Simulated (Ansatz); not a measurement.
Breaking a bond: Si(H)3(NiPr2), SMILES CC(N(C(C)C)[SiH3])C (C6H17NSi), singlet. The N1–Si22 bond (N1 also carries C, C; Si22 carries H, H, H) is varied alone, starting from the PBE0/def2-SVP optimised geometry.

Level of theory: restricted BLYP/def2-SVP (Ansatz, a first-principles code).

The batch members p0 to p7 hold the bond at 1.44, 1.54, 1.62, 1.68, 1.74, 1.79, 1.88, 1.95 Å.

Ansatz input:

Ansatz 0.2 input:
```yaml
# input.yaml
basis:
  gaussian: { orbitals: def2-svp }
hamiltonian:
  xc: blyp
batch:
  members: [p0.yaml, p1.yaml, p2.yaml, p3.yaml, p4.yaml, p5.yaml, p6.yaml, p7.yaml]

# p4.yaml, one of the 8 members of this batch
crystal:
  periodic: [false, false, false]
  atoms:
    - { symbol: N, position_ang: [0.0, 0.0, 0.0] }
    - { symbol: C, position_ang: [-0.17107324, -1.31704427, -0.62307048] }
    - { symbol: C, position_ang: [-1.34869231, -1.42997889, -1.58971032] }
    - { symbol: C, position_ang: [1.11504434, -1.88085023, -1.23506756] }
    - { symbol: C, position_ang: [0.0, 1.26666417, -0.73447508] }
    - { symbol: C, position_ang: [-1.39659869, 1.80003445, -1.07509028] }
    - { symbol: C, position_ang: [0.91262748, 1.28750312, -1.95856681] }
    - { symbol: H, position_ang: [-0.4176583, -1.99780002, 0.21531568] }
    - { symbol: H, position_ang: [-1.18557141, -0.8465554, -2.50843174] }
    - { symbol: H, position_ang: [-1.4858909, -2.4799544, -1.89160238] }
    - { symbol: H, position_ang: [-2.28234771, -1.08415983, -1.12289441] }
    - { symbol: H, position_ang: [1.39933485, -1.3603404, -2.1602649] }
    - { symbol: H, position_ang: [0.9873143, -2.94723163, -1.4807871] }
    - { symbol: H, position_ang: [1.94949426, -1.79164616, -0.5236582] }
    - { symbol: H, position_ang: [0.4327058, 1.99739097, -0.0282805] }
    - { symbol: H, position_ang: [-1.89234893, 1.21034028, -1.85925706] }
    - { symbol: H, position_ang: [-2.04418782, 1.7905374, -0.18495339] }
    - { symbol: H, position_ang: [-1.33213458, 2.8398283, -1.43403543] }
    - { symbol: H, position_ang: [1.93100796, 0.96334384, -1.70024509] }
    - { symbol: H, position_ang: [0.97108109, 2.31077208, -2.36070297] }
    - { symbol: H, position_ang: [0.53902623, 0.64251467, -2.76839421] }
    - { symbol: Si, position_ang: [0.0, 0.0, 1.74] }
    - { symbol: H, position_ang: [0.43955512, 1.34933966, 2.20956803] }
    - { symbol: H, position_ang: [0.93639658, -1.04539222, 2.26734042] }
    - { symbol: H, position_ang: [-1.33925276, -0.29642138, 2.35640746] }
total_charge: 0
magnetization:
  spin_polarized: false
```

Lines of the output on each member:

```
Member 3: Total energy: -15853.42465944 eV, -582.6026103973 hartree
Member 2: Total energy: -15853.20690833 eV, -582.5946081917 hartree
Member 1: Total energy: -15852.63800786 eV, -582.5737014849 hartree
Member 0: Total energy: -15851.27700440 eV, -582.5236855301 hartree
Member 4: Total energy: -15853.51176224 eV, -582.6058113661 hartree
Member 5: Total energy: -15853.50840372 eV, -582.6056879426 hartree
Member 6: Total energy: -15853.37705967 eV, -582.6008611379 hartree
Member 7: Total energy: -15853.19756465 eV, -582.5942648175 hartree
```

The restricted form behind RKS-BLYP keeps the bonding electrons paired and can't separate into open-shell fragments.
